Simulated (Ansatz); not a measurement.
selenium hexafluoride (F₆Se), singlet, at a GFN2-xTB geometry. Base run: SVWN5/6-31G in Ansatz (a quantum-chemistry and plane-wave program).

Geometry (Å):
```xyz
7

F      0.9723    -1.3199    -0.4975
Se     0.0000     0.0000     0.0000
F      1.2297     1.0891    -0.4863
F     -1.2297    -1.0891     0.4863
F     -0.6909     0.0811    -1.5656
F      0.6909    -0.0811     1.5656
F     -0.9723     1.3199     0.4975
```
All else is at Ansatz's defaults.

Variants of this job, named by their change:

| change | E (Eh) | core-seconds (rough) |
|---|---|---|
| base | -2992.77523 | 2 |
| functional = blyp | -2999.92790 | 3 |
| functional = B97M-V | -2999.28888 | 10 |
| functional = b3lyp5 | -2999.60625 | 4 |
| functional = pbe | -2999.03010 | 2 |
| functional = blyp; dispersion = d4 | -2999.94183 | 2 |
| functional = pbe0; dispersion = d3bj | -2999.08315 | 5 |
| functional = hse06 | ? | 5 |
| functional = pbe0 | -2999.07907 | 4 |
| functional = cam_b3lyp | ? | 5 |
| functional = lc_wpbe | ? | 3 |
| functional = wB97X-V | -2999.49217 | 10 |
| functional = wB97M-V | ? | 20 |

**Question.** Fill in the missing entries.

**Answer.** 
- functional = hse06, E (Eh): -2999.06013
- functional = cam_b3lyp, E (Eh): -2999.90477
- functional = lc_wpbe, E (Eh): -2999.25577
- functional = wB97M-V, E (Eh): -2999.64976

Absolute energies of different levels of theory aren't comparable as measures of quality.
